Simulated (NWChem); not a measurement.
Molecule: Si2H4SF2; SMILES [SiH2](S[SiH2]F)F

```xyz
9

Si    -0.2948    -1.7515    -0.2914
F      1.1345    -2.5183    -0.2730
S     -0.3286    -0.1969     1.1746
Si     0.6784     1.3241     0.0611
F     -0.3571     2.0795    -0.9331
H     -0.4717    -1.1889    -1.6550
H     -1.3502    -2.7213     0.0888
H      1.7456     0.7324    -0.7863
H      1.1849     2.3109     1.0454
```
Atoms are numbered in this order, from 1.

Level: PBE0/def2-SVP (NWChem), optimised geometry, unscaled harmonic frequencies. 

### Question
List the harmonic frequencies with IR intensities, and the thermochemistry.

### Answer
| frequency (cm⁻¹) | IR intensity (km/mol) |
|---|---|
| 35 | 2.9 |
| 43 | 1.9 |
| 119 | 0.6 |
| 231 | 3.3 |
| 251 | 16.5 |
| 501 | 8.0 |
| 520 | 78.8 |
| 581 | 88.3 |
| 653 | 44.2 |
| 745 | 20.9 |
| 761 | 15.9 |
| 873 | 96.6 |
| 874 | 1.0 |
| 889 | 409.0 |
| 943 | 73.9 |
| 952 | 109.2 |
| 954 | 249.9 |
| 2273 | 61.8 |
| 2278 | 54.7 |
| 2298 | 140.7 |
| 2300 | 72.9 |

| Property | Value |
|---|---|
| zero-point energy | 27.3 kcal/mol |
| thermal correction to the enthalpy at 298.15 K (with zero-point energy) | 32.5 kcal/mol |
| heat capacity Cv | 24.2 cal/(mol K) |
| entropy at 298.15 K and 1 atm (symmetry number 2) | 88.1 cal/(mol K) |
| dipole moment | 0.20 D |

Rigid rotor and harmonic oscillator; modes under 100 cm⁻¹ make the entropy uncertain.
